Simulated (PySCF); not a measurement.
**Electron correlation in Ca³⁺ (calcium, charge +3)**

[Ne] 3s2 3p5, 2P determinant. Computed with PySCF 2.14 in cc-pVDZ-X2C (5s4p2d, 27 functions), with the spin-free X2C one-electron Hamiltonian (Gaussian nucleus). Frozen: [Ne] 3s2; 5 electrons correlated.

Total MP2 correlation energy: -35.50 mhartree.

Same-spin part -11.36 and opposite-spin part -24.14 mhartree; SCS-MP2 scales them by 1/3 and 6/5 to -32.75 mhartree.

| level | correlation energy (mhartree) |
| --- | --- |
| CCSD | -41.40 |
| (T) | -0.04 |
| CCSD(T) | -41.44 |

Diagnostics: T1 = 0.0011, D1 = 0.0017, largest double amplitude 0.027.

Cost of the coupled-cluster step: 0.11 s of wall time on 1 thread of Neoverse-V2 (shared host), for 5 correlated electrons.
